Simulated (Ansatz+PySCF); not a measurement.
Values are calculated unless marked as measured or tabulated.
## PySCF 2.14.0 run

```python
from pyscf import gto, scf, cc

mol = gto.M(atom="""
Cu 0.000000 0.000000 -0.147610
H 0.000000 0.000000 4.280750
""", basis='cc-pvdz', charge=0, spin=0)
mf = scf.UHF(mol)
mf.kernel()
mycc = cc.CCSD(mf, frozen=5).run()
et = mycc.ccsd_t()
print(mf.e_tot, mycc.e_corr, et, mycc.e_tot + et)
```

The script is written out from the run's settings.

Results

```yaml
Converged: yes
Reference_energy: -1639.35376 hartree
CCSD_correlation_energy: -0.65134 hartree
Triples_correction: -0.04670 hartree
Total_energy: -1640.05180 hartree
```

The reference isn't the lowest determinant (another lies 2.93 eV lower), but the same method gives a higher total on the lower determinant. Caution: large amplitudes, a single reference is doubtful.
